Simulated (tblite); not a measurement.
C4H12Si, charge +1, doublet, at a GFN2-xTB geometry (a state made from the parent by changing its charge; the spin is typed, not shown lowest); tblite with GFN1-xTB.

Input for tblite:
```
$ tblite run mol.xyz --method gfn1 --charge 1 --spin 1 --spin-polarized --json tblite.json --no-restart

# file mol.xyz
17

C     -0.67711892    -1.08180973    -1.45041309
Si     0.00000000     0.00000000     0.00000000
C      0.21985601     1.71350242    -0.86491228
C     -1.24107524    -0.43088326     1.41653533
C      1.69833815    -0.20080944     0.89879004
H     -1.66124579    -0.75784599    -1.77610039
H     -0.74380925    -2.11493410    -1.12275818
H      0.00524492    -1.01545661    -2.29251058
H      0.49809965     2.45437331    -0.12137873
H     -0.71985364     2.00266353    -1.32587101
H      0.98814373     1.68771292    -1.63211453
H     -2.25393721    -0.24909667     1.06981413
H     -1.16238239    -1.46887464     1.72623150
H     -1.03598392     0.20261311     2.27430641
H      1.75059264    -1.18982003     1.34407518
H      2.49964681    -0.09034253     0.17432278
H      1.83548446     0.53900772     1.68198342
```

It wrote (shortened):

```
xTB calculator
 | screened Coulomb repulsion
 | Coulomb electrostatics
 |  * isotropic Klopman-Ohno-Mataga-Nishimoto electrostatics
 |  * onsite third-order electrostatics
 | DFT-D3(BJ) dispersion correction
 | Interactions (1)
 | [1] spin polarization

halogen bonding energy    0.0000000000000E+00 Eh
repulsion energy          2.4270501847781E-01 Eh
dispersion energy        -6.2450224689003E-03 Eh
interaction energy        0.0000000000000E+00 Eh
number of electrons       3.1000000000000E+01 e
integral cutoff           2.8146159136829E+01 bohr

------------------------------------------------------------
  cycle        total energy    energy error   density error
------------------------------------------------------------
      1     -16.24487672806  -1.6481337E+01   3.9603333E-01
      2     -16.26401552671  -1.9138799E-02   2.2542749E-01
      3     -16.26249135245   1.5241743E-03   2.7635465E-02
      4     -16.26440453403  -1.9131816E-03   1.0195624E-02
      5     -16.26499919576  -5.9466173E-04   3.9817830E-03
      6     -16.26514078985  -1.4159409E-04   1.6777464E-03
      7     -16.26514624600  -5.4561464E-06   1.1608994E-03
      8     -16.26516312898  -1.6882979E-05   3.0044218E-04
      9     -16.26516414009  -1.0111120E-06   1.0079415E-04
     10     -16.26516427108  -1.3099006E-07   6.5942431E-06
------------------------------------------------------------

electronic energy        -1.6501624267089E+01 Eh
total energy             -1.6265164271080E+01 Eh

Post processing:
 | Mayer-Wiberg bond orders

[Info] JSON dump of results written to 'tblite.json'
```
